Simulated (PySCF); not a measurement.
**Ga⁺: ionisation energy**

Ga⁺ [Ar] 3d10 4s2 (1S) → Ga²⁺ [Ar] 3d10 4s1 (2S), as a difference of total energies. Computed with PySCF 2.14 in aug-cc-pVDZ-PP with ECP10MDF (5s4p3d, 32 functions), with a scalar-relativistic core potential. Correlated levels: valence: 3s2 3p6 3d10 frozen. The calculations carry no spin-orbit coupling.

```csv
method,ionisation energy (eV),error (eV)
UHF,18.762,-1.753
M06-2X,20.357,-0.158
MN15,20.187,-0.328
MP2 (valence),19.396,-1.119
SCS-MP2 (valence),19.523,-0.992
CCSD (valence),19.725,-0.790
```

Reference: 20.515 eV (measured; NIST Atomic Spectra Database, ionization energies).

Errors of the correlated levels include the incompleteness of this basis and the frozen core.

With two correlated electrons CCSD is exact in that space.
